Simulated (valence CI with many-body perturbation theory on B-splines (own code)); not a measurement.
Run record, Ge⁹⁺

Calculated by configuration interaction combined with many-body perturbation theory (CI+MBPT): five valence electrons over a frozen Dirac-Fock core [Ar], a basis of 5 s, 5 p, 3 d, 3 f functions for each j, with the one-electron correlation potential Σ1 (screened to all orders), the two-electron term Σ2, the three-electron term Σ3, Breit, model QED; selected single and double excitations, second order for the rest, scaled by the run's own slope (own B-spline code, finite nucleus).

Command, and the settings that its task file holds:

```sh
python run_cv.py task.json out
```

```
atom Ge  Z=32  mass_number=74  rms_radius_fm=4.0742
core [Ar]
valence 3d5
avg = 1
basis = S
breit = 1
cap = 10000
capref = 1200
cscale = 1
de = 0.0
dress = 0
eps = 2e-08
extrap = 1
h = 0.27
hh = 1
l2 = 3
lcore = 6
maxit = 60
n2 = 5
natural = 0
nlev = 20
nno = [2, 2, 1, 1, 0]
nroot = 26
nsp = [3, 3, 2, 2, 0]
pt2 = 1
qed = 1
rpa = 1
s1 = 1
s2 = 1
s3 = 1
screen = 1
tol = 2e-05
whole = 1
```

It took 21 s on 1 thread of Arm Neoverse V1 (shared host).

Log. The first blocks belong to the next ion, which gives the ionisation energy. Fields: 2J, parity (1 odd), roots, reference size, generating configurations, candidates as configurations/state functions, variational space P, stored matrix elements, Davidson steps; e2 is the range of second-order energies in hartree. The first line gives the box (bohr), its intervals, the orbitals and the steps of their self-consistent field. Window is the range of levels sought, series limit the energy at which the first omitted orbital would enter, core excitation an estimate of the first excitation out of the core, left out the lowest levels not solved, and shifts from estimates the range by which levels moved from their first estimate, all in cm⁻¹.

```
rmax 11.5 intervals 63 orbitals 27 references ['3d5', '3d4 4s', '3d4 4p'] scf 6 t 1.2
2J=0 par=0 roots 2 ref 17 generators 7 cand 360/610 P 373/627 nnz 0 it 0
2J=0 par=0 roots 2 ref 17 generators 12 cand 136/288 P 509/915 nnz 0 it 0
   second order: generators 15 cand 1586/3512 e2 -0.00001 -0.00000
2J=2 par=0 roots 2 ref 36 generators 5 cand 222/954 P 237/990 nnz 0 it 0
2J=2 par=0 roots 2 ref 36 generators 11 cand 202/816 P 439/1806 nnz 0 it 5
   second order: generators 17 cand 1758/10116 e2 -0.00002 -0.00001
2J=4 par=0 roots 2 ref 51 generators 6 cand 133/944 P 149/995 nnz 0 it 0
2J=4 par=0 roots 2 ref 51 generators 13 cand 277/1437 P 426/2432 nnz 0 it 8
   second order: generators 17 cand 1805/14214 e2 -0.00001 -0.00001
reference levels 556, estimated 31, window 104345 1/cm; series limit 1490925, core excitation 643350
2J=5 par=0 roots 8 ref 81 generators 5 cand 119/972 P 319/3428 nnz 2.7e+06 it 4
2J=5 par=0 roots 8 ref 81 generators 5 cand 246/2019 P 565/5447 nnz 6.4e+06 it 6
   second order: generators 15 cand 3110/70189 e2 -0.00004 -0.00004
2J=11 par=0 roots 3 ref 35 generators 3 cand 85/430 P 343/2605 nnz 1.7e+06 it 4
2J=11 par=0 roots 3 ref 35 generators 3 cand 102/555 P 445/3160 nnz 2.4e+06 it 4
   second order: generators 9 cand 2555/54612 e2 -0.00004 -0.00004
2J=7 par=0 roots 5 ref 72 generators 3 cand 124/980 P 319/3493 nnz 2.9e+06 it 4
2J=7 par=0 roots 5 ref 72 generators 3 cand 193/1559 P 512/5052 nnz 5.7e+06 it 6
   second order: generators 13 cand 3094/82076 e2 -0.00005 -0.00004
2J=9 par=0 roots 4 ref 56 generators 3 cand 136/992 P 374/3513 nnz 3e+06 it 4
2J=9 par=0 roots 4 ref 56 generators 3 cand 109/702 P 483/4215 nnz 4.1e+06 it 4
   second order: generators 13 cand 2930/72727 e2 -0.00004 -0.00004
2J=3 par=0 roots 5 ref 67 generators 3 cand 140/980 P 421/3493 nnz 2.6e+06 it 5
2J=3 par=0 roots 5 ref 67 generators 3 cand 152/1041 P 573/4534 nnz 4.3e+06 it 5
   second order: generators 13 cand 2446/43065 e2 -0.00004 -0.00004
2J=1 par=0 roots 3 ref 39 generators 3 cand 119/501 P 443/2128 nnz 0 it 4
2J=1 par=0 roots 3 ref 39 generators 3 cand 106/450 P 549/2578 nnz 1.4e+06 it 4
   second order: generators 11 cand 2438/24131 e2 -0.00004 -0.00004
2J=13 par=0 roots 1 ref 18 generators 1 cand 93/279 P 282/1691 nnz 0 it 4
2J=13 par=0 roots 1 ref 18 generators 1 cand 82/309 P 364/2000 nnz 0 it 4
   second order: generators 3 cand 1673/22650 e2 -0.00004 -0.00004
left out: unestimated 159888, estimated 118352, shifts from estimates -61 to 0
operators 1.1
```

The Davidson iterations converged. The settings are bad on purpose, so the numbers may not be properties of the ion.

No measured levels were compared; by estimate terms of the open shell hold to 2 to 4 % of their energy, and close levels can change places. Only levels of the ground parity were solved; by the run's estimate the other parity begins above the list, which can be wrong where configurations are misplaced.

* Valence energy: -60.20888 hartree
* Ionisation energy: 250.97 eV (NIST: 252.1 ± 2.2 eV (theoretical))
* Reference configurations for the orbitals: 3d5, 3d4 4s, 3d4 4p
* Radial orbitals: 27
* Box radius: 11.46 bohr
* Largest variational space: 5447
* Lowest levels: 3d5 6S_5/2 0.0, 3d5 4G_5/2 60797, 3d5 4G_11/2 60825, 3d5 4G_7/2 61054, 3d5 4G_9/2 61129, 3d5 4P_5/2 68125, 3d5 4P_3/2 69051, 3d5 4P_1/2 70191, 3d5 4D_7/2 74345, 3d5 4D_1/2 75755, 3d5 4D_5/2 76536, 3d5 4D_3/2 76560, 3d5 2I_11/2 87611, 3d5 2I_13/2 88159 cm⁻¹
